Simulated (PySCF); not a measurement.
**Correlation energy of Sr (strontium, neutral)**

[Kr] 5s2, closed-shell 1S. Calculation: PySCF 2.14, in def2-TZVP with the def2 core potential (28 electrons) (6s4p3d, 33 functions); scalar relativity through the core potential. Frozen: 4s2 4p6; 2 electrons correlated.

Total MP2 correlation energy: -17.37 mhartree.

Same-spin part 0.00 and opposite-spin part -17.37 mhartree; SCS-MP2 scales them by 1/3 and 6/5 to -20.84 mhartree.

With two correlated electrons CCSD is exact within the correlated space (frozen core and kept virtual orbitals).

```json
{"level": "CCSD", "correlation energy (mhartree)": "-25.68"}
```

Diagnostics: T1 = 0.014, D1 = 0.0194, largest double amplitude 0.121.

Cost of the coupled-cluster step: 0.09 s of wall time on 1 thread of Neoverse-V1 (shared host), for 2 correlated electrons.
